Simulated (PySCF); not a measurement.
H3O4P, SMILES OP(=O)(O)O. Geometry: TPSSh-D3(BJ)/def2-SVP. Other conformers were not sampled.

### Question
Give the equilibrium geometry at TPSSh-D3(BJ)/def2-SVP (PySCF confirms it by a frequency run) as Cartesian coordinates in Å, and its point group. (Estimate from the structure and the level; the computed values follow.)

### Answer
This is not unique; one that fits is point group C3.
```xyz
8

O      1.1894     0.8176     0.6009
P      0.0000     0.0000    -0.1226
O      0.0000     0.0000    -1.6057
O      0.1134    -1.4389     0.6009
O     -1.3028     0.6213     0.6009
H      1.4164     1.6108     0.0877
H      0.6868    -2.0320     0.0877
H     -2.1031     0.4212     0.0877
```
